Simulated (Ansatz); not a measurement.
Mulliken charges of `C1=C[SiH2]C=N1` from B3LYP/def2-TZVPP in Ansatz (PBE0-D4/def2-TZVP geometry).

```
atom   x (Å)   y (Å)   z (Å)  charge (e)
  C1  -1.046   0.792  -0.463      -0.006
  C2  -1.141  -0.357   0.220      -0.229
 Si3   0.599  -0.906   0.529       0.329
  C4   1.212   0.633  -0.390      -0.099
  N5   0.229   1.341  -0.801      -0.194
  H6  -1.893   1.379  -0.803       0.117
  H7  -2.095  -0.789   0.485       0.101
  H8   0.990  -2.182  -0.125      -0.064
  H9   1.010  -0.945   1.958      -0.064
 H10   2.219   0.982  -0.607       0.110
```

Problem. By hand: the dipole of these point charges (1 e Å = 4.8032 D).

Solution. Σ q r = (-0.017, -0.154, 0.091) e Å, of length 0.180 e Å = 0.86 D.

Problem. How does the dipole of the full density compare? (An estimate is asked.)

Solution. Ansatz gave: (-0.012, -0.273, 0.162) e Å, 1.53 D; the point charges give 0.56 times that, at 3° from its direction.

Point charges leave out the atoms' own dipoles, such as those of lone pairs, and Mulliken's split depends on the basis, so the two needn't agree.

B3LYP here is the variant with VWN-RPA as its local correlation; programs differ in this.
